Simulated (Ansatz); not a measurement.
Born–Oppenheimer molecular dynamics of C₂H₁₀Al₂Si (15 atoms, charge 0, multiplicity 1). It starts from a relaxed structure.

These are results of Ansatz, UHF/6-31G, not measurements.

```
ensemble        : NVT, Langevin thermostat
time step       : 0.5 fs
steps asked     : 266
set temperature : 1000 K
friction        : 0.05 /fs
seed            : 285820
```

Frames 1 fs apart, positions in Å, forces in eV/Å.

Velocities at 25.0 fs (Å/ps):

```
C 6.68 5.05 -11.49
C -7.50 8.99 6.23
Al -4.44 -4.62 0.13
Al -8.76 0.87 1.90
Si 1.21 0.46 -5.84
H 34.92 9.55 -29.41
H 31.47 0.53 -0.49
H -23.80 -21.59 13.12
H 9.11 42.88 5.07
H -1.45 -10.00 15.67
H 29.83 11.89 -36.10
H -25.63 18.15 -12.73
H 10.55 54.18 36.38
H 1.39 35.06 -13.37
H 48.61 -24.80 11.68
```

```xyz
15
Properties=species:S:1:pos:R:3:forces:R:3 time_fs=25.0 energy_less_start_eV=1.290 T=749
C -0.131 -1.212 2.102 -0.08 1.36 0.36
C 0.946 -1.882 1.243 -1.54 -2.22 -0.24
Al 0.781 -1.284 -0.672 2.13 0.38 -0.39
Al -0.811 0.488 -1.722 -0.09 0.67 0.61
Si -0.381 3.051 -1.662 0.27 -0.18 -0.56
H 0.065 -0.108 1.936 -0.97 -1.12 0.36
H 0.042 -1.344 3.196 -0.53 -0.26 -0.99
H -1.170 -1.468 1.797 0.88 0.29 0.62
H 1.081 -2.995 1.427 -0.51 1.46 -0.38
H 1.822 -1.451 1.592 2.24 0.62 0.21
H 2.401 -1.205 -1.418 -1.42 -0.31 0.38
H -2.202 0.381 -2.482 -0.19 -0.27 -0.20
H -0.922 3.208 -3.057 -0.03 0.27 -0.10
H -1.328 4.018 -0.820 1.32 -0.83 -0.46
H 1.172 3.357 -1.918 -1.48 0.14 0.79
15
Properties=species:S:1:pos:R:3:forces:R:3 time_fs=26.0 energy_less_start_eV=1.419 T=692
C -0.124 -1.205 2.093 -0.52 1.40 0.76
C 0.937 -1.874 1.248 -0.73 -1.29 -0.62
Al 0.777 -1.290 -0.671 2.27 0.49 -0.52
Al -0.821 0.489 -1.722 -0.31 0.65 0.45
Si -0.378 3.051 -1.668 0.65 -0.11 0.00
H 0.091 -0.103 1.907 -1.23 -1.20 0.53
H 0.075 -1.342 3.190 -0.67 -0.09 -1.15
H -1.181 -1.480 1.814 1.33 0.54 0.64
H 1.081 -2.945 1.426 -0.50 0.19 -0.21
H 1.827 -1.452 1.608 1.81 0.56 -0.02
H 2.419 -1.195 -1.452 -1.60 -0.34 0.51
H -2.225 0.395 -2.504 0.06 -0.28 -0.05
H -0.910 3.261 -3.020 -0.21 0.26 -0.74
H -1.317 4.044 -0.838 1.36 -0.91 -0.36
H 1.205 3.328 -1.913 -1.70 0.14 0.80
15
Properties=species:S:1:pos:R:3:forces:R:3 time_fs=27.0 energy_less_start_eV=1.486 T=618
C -0.119 -1.196 2.084 -0.44 1.25 1.35
C 0.927 -1.868 1.251 0.58 0.43 -0.81
Al 0.774 -1.295 -0.671 2.30 0.60 -0.61
Al -0.831 0.490 -1.721 -0.44 0.63 0.32
Si -0.374 3.050 -1.672 1.04 -0.26 0.49
H 0.103 -0.109 1.882 -1.32 -0.90 0.66
H 0.099 -1.345 3.185 -0.76 0.11 -1.31
H -1.171 -1.483 1.833 1.09 0.55 0.47
H 1.063 -2.896 1.419 -0.31 -1.50 0.08
H 1.852 -1.448 1.624 0.64 0.11 -0.50
H 2.422 -1.188 -1.477 -1.67 -0.37 0.58
H -2.235 0.399 -2.534 0.21 -0.27 0.05
H -0.894 3.310 -2.984 -0.41 0.28 -1.44
H -1.291 4.056 -0.867 1.25 -0.83 -0.11
H 1.224 3.295 -1.907 -1.76 0.17 0.80
15
Properties=species:S:1:pos:R:3:forces:R:3 time_fs=28.0 energy_less_start_eV=1.559 T=642
C -0.114 -1.186 2.072 -0.30 0.93 1.88
C 0.917 -1.862 1.255 1.82 2.14 -1.20
Al 0.774 -1.300 -0.670 2.20 0.74 -0.69
Al -0.839 0.491 -1.723 -0.47 0.61 0.26
Si -0.371 3.051 -1.676 1.33 -0.63 0.96
H 0.097 -0.123 1.856 -1.22 -0.26 0.71
H 0.118 -1.349 3.165 -0.80 0.30 -1.15
H -1.153 -1.475 1.852 0.55 0.40 0.23
H 1.034 -2.858 1.401 -0.13 -3.26 0.40
H 1.885 -1.453 1.641 -0.45 -0.26 -0.88
H 2.397 -1.182 -1.499 -1.59 -0.40 0.59
H -2.240 0.396 -2.554 0.26 -0.27 0.09
H -0.877 3.352 -2.952 -0.63 0.37 -2.17
H -1.265 4.055 -0.897 1.06 -0.63 0.21
H 1.220 3.264 -1.892 -1.62 0.23 0.76
15
Properties=species:S:1:pos:R:3:forces:R:3 time_fs=29.0 energy_less_start_eV=1.520 T=702
C -0.109 -1.173 2.062 -0.59 0.34 2.05
C 0.910 -1.853 1.262 2.72 2.36 -1.80
Al 0.776 -1.305 -0.669 1.97 0.85 -0.72
Al -0.850 0.491 -1.728 -0.48 0.58 0.24
Si -0.369 3.052 -1.680 1.43 -1.03 0.95
H 0.071 -0.138 1.834 -0.91 0.72 0.62
H 0.133 -1.346 3.131 -0.76 0.42 -0.53
H -1.145 -1.459 1.866 0.33 0.19 0.06
H 1.009 -2.845 1.385 -0.14 -3.75 0.51
H 1.921 -1.472 1.632 -1.15 -0.34 -0.91
H 2.357 -1.182 -1.515 -1.43 -0.43 0.57
H -2.247 0.395 -2.575 0.30 -0.27 0.12
H -0.858 3.381 -2.946 -0.69 0.40 -2.42
H -1.229 4.048 -0.920 0.77 -0.34 0.53
H 1.205 3.237 -1.877 -1.37 0.30 0.72
15
Properties=species:S:1:pos:R:3:forces:R:3 time_fs=30.0 energy_less_start_eV=1.342 T=848
C -0.110 -1.161 2.052 -0.64 -0.13 1.55
C 0.909 -1.842 1.267 3.06 0.92 -2.20
Al 0.777 -1.312 -0.668 1.66 0.93 -0.75
Al -0.858 0.490 -1.734 -0.49 0.56 0.23
Si -0.364 3.051 -1.684 1.47 -1.39 0.42
H 0.038 -0.152 1.806 -0.61 1.76 0.50
H 0.136 -1.336 3.085 -0.58 0.42 0.62
H -1.138 -1.439 1.872 -0.05 -0.13 -0.11
H 0.973 -2.861 1.376 -0.17 -2.57 0.42
H 1.948 -1.486 1.606 -1.49 -0.36 -0.70
H 2.306 -1.187 -1.525 -1.16 -0.44 0.49
H -2.254 0.400 -2.590 0.32 -0.28 0.14
H -0.841 3.408 -2.962 -0.54 0.34 -2.09
H -1.169 4.039 -0.925 0.37 0.04 0.84
H 1.197 3.210 -1.848 -1.14 0.33 0.63
15
Properties=species:S:1:pos:R:3:forces:R:3 time_fs=31.0 energy_less_start_eV=1.169 T=839
C -0.115 -1.153 2.044 -0.38 0.04 0.70
C 0.910 -1.830 1.270 2.94 -1.40 -2.58
Al 0.779 -1.319 -0.666 1.25 0.95 -0.75
Al -0.863 0.488 -1.741 -0.50 0.55 0.24
Si -0.358 3.051 -1.687 1.12 -1.59 -0.31
H -0.009 -0.155 1.778 -0.38 2.21 0.49
H 0.130 -1.330 3.042 -0.27 0.42 2.00
H -1.127 -1.428 1.882 -0.69 -0.54 -0.35
H 0.935 -2.897 1.381 -0.13 -0.59 0.20
H 1.966 -1.511 1.560 -1.52 -0.22 -0.29
H 2.249 -1.200 -1.535 -0.83 -0.44 0.37
H -2.259 0.404 -2.600 0.33 -0.29 0.15
H -0.826 3.429 -2.996 -0.30 0.21 -1.36
H -1.103 4.031 -0.905 0.04 0.33 1.01
H 1.174 3.186 -1.804 -0.68 0.36 0.49
15
Properties=species:S:1:pos:R:3:forces:R:3 time_fs=32.0 energy_less_start_eV=1.111 T=986
C -0.119 -1.147 2.036 -0.36 0.71 -0.15
C 0.913 -1.819 1.271 2.24 -3.30 -2.98
Al 0.779 -1.327 -0.666 0.78 0.97 -0.69
Al -0.867 0.486 -1.749 -0.43 0.55 0.29
Si -0.353 3.050 -1.690 0.52 -1.64 -1.09
H -0.058 -0.139 1.761 -0.22 1.85 0.60
H 0.124 -1.325 3.012 -0.06 0.40 3.03
H -1.125 -1.426 1.881 -0.88 -0.78 -0.45
H 0.890 -2.936 1.384 0.05 1.03 0.01
H 1.971 -1.543 1.512 -1.14 0.01 0.19
H 2.193 -1.213 -1.540 -0.44 -0.44 0.20
H -2.245 0.412 -2.623 0.25 -0.30 0.10
H -0.811 3.445 -3.046 -0.01 0.04 -0.47
H -1.044 4.028 -0.884 -0.21 0.51 1.07
H 1.146 3.168 -1.752 -0.09 0.39 0.33
15
Properties=species:S:1:pos:R:3:forces:R:3 time_fs=33.0 energy_less_start_eV=1.080 T=1057
C -0.119 -1.139 2.026 -0.99 1.70 0.14
C 0.918 -1.809 1.272 0.97 -4.41 -3.55
Al 0.779 -1.333 -0.668 0.17 0.98 -0.47
Al -0.869 0.482 -1.756 -0.30 0.56 0.36
Si -0.347 3.051 -1.696 -0.17 -1.55 -1.66
H -0.099 -0.095 1.759 -0.10 0.59 0.78
H 0.137 -1.313 3.011 -0.32 0.50 2.54
H -1.144 -1.434 1.864 0.04 -0.60 -0.24
H 0.827 -2.959 1.377 0.39 1.90 -0.06
H 1.964 -1.575 1.466 -0.30 0.23 0.71
H 2.129 -1.224 -1.543 0.12 -0.43 -0.10
H -2.221 0.403 -2.646 0.10 -0.30 0.02
H -0.800 3.458 -3.103 0.25 -0.10 0.36
H -0.997 4.026 -0.857 -0.34 0.53 0.97
H 1.124 3.157 -1.696 0.47 0.40 0.19
15
Properties=species:S:1:pos:R:3:forces:R:3 time_fs=34.0 energy_less_start_eV=1.188 T=952
C -0.119 -1.133 2.016 -1.72 2.71 1.09
C 0.921 -1.802 1.271 -0.47 -4.80 -3.93
Al 0.778 -1.336 -0.668 -0.52 0.97 -0.21
Al -0.871 0.478 -1.763 -0.18 0.57 0.44
Si -0.340 3.049 -1.701 -0.69 -1.13 -1.78
H -0.143 -0.036 1.756 0.04 -1.01 0.97
H 0.150 -1.304 3.033 -0.78 0.70 1.20
H -1.169 -1.461 1.837 1.16 -0.18 0.07
H 0.763 -2.956 1.381 0.77 2.07 -0.14
H 1.949 -1.601 1.419 0.78 0.42 1.16
H 2.068 -1.244 -1.542 0.75 -0.41 -0.47
H -2.207 0.399 -2.658 -0.02 -0.30 -0.05
H -0.792 3.458 -3.163 0.46 -0.17 1.06
H -0.961 4.034 -0.811 -0.25 0.20 0.52
H 1.120 3.154 -1.639 0.68 0.37 0.05
15
Properties=species:S:1:pos:R:3:forces:R:3 time_fs=35.0 energy_less_start_eV=1.417 T=859
C -0.118 -1.127 2.006 -2.03 3.22 2.30
C 0.925 -1.800 1.264 -1.07 -4.48 -3.82
Al 0.777 -1.338 -0.668 -1.11 0.99 0.00
Al -0.874 0.474 -1.767 -0.03 0.59 0.54
Si -0.334 3.046 -1.706 -0.61 -0.83 -1.73
H -0.183 0.016 1.752 0.22 -2.14 1.05
H 0.168 -1.292 3.068 -1.22 0.88 -0.40
H -1.180 -1.498 1.816 1.84 0.23 0.32
H 0.703 -2.935 1.383 1.12 1.79 -0.21
H 1.955 -1.620 1.391 0.97 0.38 1.32
H 2.013 -1.270 -1.550 1.30 -0.41 -0.83
H -2.192 0.389 -2.664 -0.16 -0.29 -0.15
H -0.773 3.455 -3.215 0.57 -0.18 1.55
H -0.922 4.035 -0.765 -0.23 -0.04 0.15
H 1.134 3.154 -1.580 0.46 0.29 -0.09
15
Properties=species:S:1:pos:R:3:forces:R:3 time_fs=36.0 energy_less_start_eV=1.624 T=648
C -0.119 -1.121 1.995 -1.83 3.37 3.13
C 0.927 -1.805 1.254 -0.65 -3.60 -3.38
Al 0.774 -1.341 -0.668 -1.35 1.02 0.03
Al -0.877 0.471 -1.771 0.24 0.60 0.73
Si -0.329 3.042 -1.708 -0.32 -0.64 -1.68
H -0.216 0.049 1.747 0.32 -2.71 1.00
H 0.179 -1.269 3.102 -1.47 0.89 -1.53
H -1.174 -1.537 1.804 1.99 0.54 0.45
H 0.660 -2.902 1.390 1.31 1.14 -0.26
H 1.980 -1.638 1.372 0.17 0.21 1.27
H 1.984 -1.290 -1.564 1.51 -0.42 -0.99
H -2.168 0.383 -2.668 -0.42 -0.30 -0.32
H -0.756 3.448 -3.258 0.66 -0.17 1.89
H -0.883 4.034 -0.734 -0.32 -0.13 -0.07
H 1.150 3.165 -1.515 0.15 0.19 -0.28
```

Of the whole run (133 fs, mean temperature of the second half 959 K): A run of 0.13 ps of so small a system gives no equilibrium averages. Limits of this set-up: no polarisation functions.

Time of the run: 14 min on 2 threads of Arm Neoverse N1 (shared host), peak memory 0.22 GiB.
